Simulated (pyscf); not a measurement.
**O=SiH–O–SiH₃, singlet**

Gas-phase minimum from PySCF at ωB97X-D3(BJ)/def2-SVP, one conformer. O=SiH–O–SiH₃ lies 9.9 kcal/mol over its isomer HO–Si:–O–SiH₃ [singlet] (electronic energy, ωB97M-D3(BJ)/def2-TZVP). 

```
O
Si 1 1.6287
O 2 1.5239 1 126.49
Si 1 1.6867 2 135.62 3 0.10
H 2 1.4741 3 126.83 1 179.95
H 4 1.4849 1 106.78 2 176.02
H 4 1.4866 6 110.36 1 118.89
H 4 1.4867 6 110.33 7 122.44
```

Properties at ωB97X-D3(BJ)/def2-SVP:

```
Quantity                                                                                                                                                                                                          Result
---------------------------------------------------------------------------------------------------------------------  -------------------------------------------------------------------------------------------------
Harmonic wavenumbers, unscaled                                                                                         57, 82, 141, 386, 595, 632, 736, 744, 890, 966, 969, 991, 1080, 1294, 2286, 2289, 2297, 2344 cm⁻¹
Zero-point energy                                                                                                                                                                                          26.8 kcal/mol
Rotational symmetry number                                                                                                                                                                                             1
Entropy of this conformer at 298 K and 1 atm, rigid rotor and harmonic oscillator, modes under 100 cm⁻¹ raised to 100                                                                                    326.8 J/(mol K)
Dipole moment                                                                                                                                                                                                     3.19 D
```

Single-point totals, which compare only within one level (frozen core for MP2 and CC):

```json
[
 {"level": "ωB97X-D3(BJ)/def2-TZVP", "total energy (hartree)": "-732.08431"},
 {"level": "PBE/def2-TZVP", "total energy (hartree)": "-731.55154"},
 {"level": "r²SCAN/def2-TZVP", "total energy (hartree)": "-731.88984"},
 {"level": "B3LYP-D3(BJ)/def2-TZVP", "total energy (hartree)": "-732.07407"},
 {"level": "PBE0-D3(BJ)/def2-TZVP", "total energy (hartree)": "-731.60792"},
 {"level": "M06-2X/def2-TZVP", "total energy (hartree)": "-731.91668"},
 {"level": "ωB97M-D3(BJ)/def2-TZVP", "total energy (hartree)": "-732.13403"},
 {"level": "HF/def2-TZVPP", "total energy (hartree)": "-730.10789"},
 {"level": "MP2/def2-TZVPP", "total energy (hartree)": "-730.81893"},
 {"level": "CCSD/def2-TZVPP", "total energy (hartree)": "-730.84260"},
 {"level": "CCSD(T)/def2-TZVPP", "total energy (hartree)": "-730.87143"}
]
```

Soft torsions are taken as harmonic, which can shift the entropy by several J/(mol K). The CCSD(T) − MP2 part came from Ansatz, without density fitting, on the same reference.
